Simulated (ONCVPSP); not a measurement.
# Potentials for Mo compared

Generated with ld1.x 7.5 (TM, RRKJ, ultrasoft, PAW), atompaw 4.2 or ONCVPSP 4.0.1. The cutoff is in Ry: for ld1.x and atompaw files where the sum of valence levels is converged to 10 mRy in a Bessel basis, for ONCV files where the hardest occupied wave has 1 mHa per electron of residual kinetic energy. The error is the largest all-electron minus pseudo excitation energy over each file’s own four to seven test configurations (ionisations up to +4, promotions, holes and added fractions of an electron), all of which were solved. The labels leave out finer settings (local radius, basis sizes, second energies), which also bear on the numbers. Spin-polarised tests are not counted. The rows are a selection from randomly drawn settings: files with unsolved tests, undetermined cutoffs or missed reference levels are left out.

| potential | cutoff (Ry) | largest error (meV) | bound ghosts |
| --- | --- | --- | --- |
| ONCV, revPBE, scalar-relativistic, rc 1.60/1.30/1.75/1.70 (spdf), local smoothed, core correction yes, reference 4s2 4p6 4d4, qcut 9.2/6/5.7/5.9, projectors 2/2/3/2 | 120 | +3.5 | none |
| ONCV, PBE, scalar-relativistic, rc 1.55/1.15/1.15 (spd), local d, core correction no, reference 4s2 4p6 4d4, qcut 6.5/7.4/7.6, projectors 2/2/0 | 86 | +1.9 | none |
| ONCV, LDA (Perdew-Wang 92), scalar-relativistic, rc 2.65/2.90/2.60/2.55 (spdf), local f, core correction yes, reference 4d5 5p1, qcut 2.3/2.6/6.1/4.2, projectors 2/2/3/0 | 26 | -41 | none |
| ONCV, PBE, scalar-relativistic, rc 2.00/1.40/2.00 (spd), local smoothed, core correction yes, reference 4s2 4p6 4d5 5s1, qcut 7.4/5.2/7.7, projectors 2/2/2 | 99 | +3.9 | none |
| ONCV, PBE, fully relativistic, rc 1.55/1.90/1.90 (spd), local smoothed, core correction no, reference 4s2 4p6 4d5 5s0.5 5p0.5, qcut 9.4/6.6/9.7, projectors 2/2/1 | 53 | +0.7 | none |
| ONCV, PW91, scalar-relativistic, rc 1.15/1.60/1.90/1.85 (spdf), local smoothed, core correction yes, reference 4s2 4p6 4d5, qcut 5.1/8.1/6.6/6.2, projectors 2/2/2/2 | 335 | +9.2 | none |

(1) Fill in the row for Mo: ONCV, PBE, scalar-relativistic, rc 2.20/1.80/2.45 (spd), local smoothed, core correction no, reference 4s2 4p6 4d5 5s1, qcut 6.2/7.8/6.4, projectors 2/2/3.

Answers

(1) cutoff 28 Ry, largest error -101 meV, bound ghosts: none.
